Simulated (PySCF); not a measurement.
Isomers of C7H10F3P, one GFN2-xTB conformer each. Single-point energies are computed at PBE0/pcSseg-1 (PySCF, gas phase, no added dispersion term), electronic only.

Question: Rank them by PBE0/pcSseg-1 energy, lowest first (kcal/mol).
A. `[CH3:1][C:2]#[C:3][P:4]([CH3:5])[CH2:6][CH2:7][C:8]([F:9])([F:10])[F:11]` with C3–P4–C6–C7 72°, P4–C6–C7–C8 -178°
B. `[CH2:1]=[P@@:2]([CH3:3])(/[CH:4]=[CH:5]/[CH3:6])[C:7]([F:8])=[C:9]([F:10])[F:11]` with C1–P2–C4–C5 27°, C1–P2–C7–F8 17°
C. `[CH2:1]=[CH:2][P:3]([CH2:4][CH2:5][CH3:6])[C:7]([F:8])=[C:9]([F:10])[F:11]` with C1–C2–P3–C4 125°, C2–P3–C4–C5 -77°, P3–C4–C5–C6 -176°, C2–P3–C7–F8 -125°
D. `CC(C)(C)C1=C(C(F)(F)F)P1`

Answer: A (0.0), D (9.9), C (27.5), B (61.4).

As drawn, the lowest has a C≡C bond, which the highest lacks; the highest has a C=C bond outside aromatic rings, which the lowest lacks. GFN2-xTB itself gives, in the same order: 0.0, 4.1, 15.3, 48.1. Both levels put the same isomer lowest; measured from each level's own lowest isomer, the values differ by up to 13.3 kcal/mol (C=[P@@](C)(/C=C/C)C(F)=C(F)F: 48.1 against 61.4).

Question: Which frontier levels, dipoles and rotational constants go with these structures?

Answer: 
```
                      SMILES  HOMO (eV, PBE0/pcSseg-1)  LUMO (eV)  dipole (D)       A, B, C (MHz)
          CC#CP(C)CCC(F)(F)F                     -6.77       0.09        2.77  1235, 471.8, 379.6
    CC(C)(C)C1=C(C(F)(F)F)P1                     -7.20      -0.87        3.33  1361, 648.0, 532.4
         C=CP(CCC)C(F)=C(F)F                     -6.73      -0.60        2.34  1479, 550.7, 425.7
C=[P@@](C)(/C=C/C)C(F)=C(F)F                     -5.57      -0.84        3.30  1077, 705.4, 589.9
```
